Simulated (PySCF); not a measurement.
**Electron correlation in O²⁺ (oxygen, charge +2)**

[He] 2s1 2p3, high-spin 5S determinant (an excited configuration). Computed with PySCF 2.14 in x2c-TZVPPall (5s3p2d1f, 31 functions), with scalar relativity by spin-free X2C-1e. Frozen: nothing; 6 electrons correlated.

```
  level  correlation energy (mhartree)
   CCSD                         -49.61
    (T)                          -0.12
CCSD(T)                         -49.73
```

Diagnostics: T1 = 0.00092, D1 = 0.0017, largest double amplitude 0.020.

Cost of the coupled-cluster step: about 0.16 core-seconds, for 6 correlated electrons.

This basis was not built for core-valence correlation, so the inner-shell part is incomplete.
